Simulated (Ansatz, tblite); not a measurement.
Removing an electron: [TcNCl4]2- (TcNCl4²⁻). Charge -2, multiplicity 1. Geometry: PBE0-D4/def2-SVPD. Ansatz, gas phase; energy differences of separate SCF runs; the oxidised species was run as a doublet alone.

```tsv
atom	x (Å)	y (Å)	z (Å)
Tc1	0.099	0.036	-0.094
N2	1.206	0.435	-1.155
Cl3	-0.846	2.173	0.632
Cl4	1.289	0.002	2.044
Cl5	0.194	-2.408	-0.007
Cl6	-1.941	-0.237	-1.419
```

In the def2 sets Tc takes a core potential; there is no spin–orbit coupling. The xTB rows come from tblite. A multiply charged anion in the gas phase is held together partly by the finite basis. Removing one electron lowers the energy by 0.78 eV at PBE0-D4/def2-TZVPD, so it isn't bound.

```json
{"level": "GFN1-xTB", "−HOMO (eV)": "3.05", "vertical IE (eV)": "5.67", "−LUMO (eV)": "1.15", "HOMO–LUMO gap (eV)": "1.90", "remarks": "–"}
{"level": "GFN2-xTB", "−HOMO (eV)": "2.08", "vertical IE (eV)": "4.68", "−LUMO (eV)": "-0.16", "HOMO–LUMO gap (eV)": "2.24", "remarks": "–"}
{"level": "PBE-D4/def2-TZVPD", "−HOMO (eV)": "-3.77", "vertical IE (eV)": "-1.17", "−LUMO (eV)": "-5.44", "HOMO–LUMO gap (eV)": "1.67", "remarks": "HOMO above zero (-2 singlet)"}
{"level": "r2SCAN-D4/def2-TZVPD", "−HOMO (eV)": "-3.50", "vertical IE (eV)": "-1.10", "−LUMO (eV)": "-5.67", "HOMO–LUMO gap (eV)": "2.17", "remarks": "HOMO above zero (-2 singlet)"}
{"level": "PBE0-D4/def2-TZVPD", "−HOMO (eV)": "-2.15", "vertical IE (eV)": "-0.78", "−LUMO (eV)": "-6.08", "HOMO–LUMO gap (eV)": "3.92", "remarks": "HOMO above zero (-2 singlet)"}
```

  A HOMO above zero means that the electron is unbound at that level or that self-interaction error raises the level; the energy of removing that electron tells which. Raw xTB energy differences between charge states are shifted by several eV; the methods need an empirical correction for them.
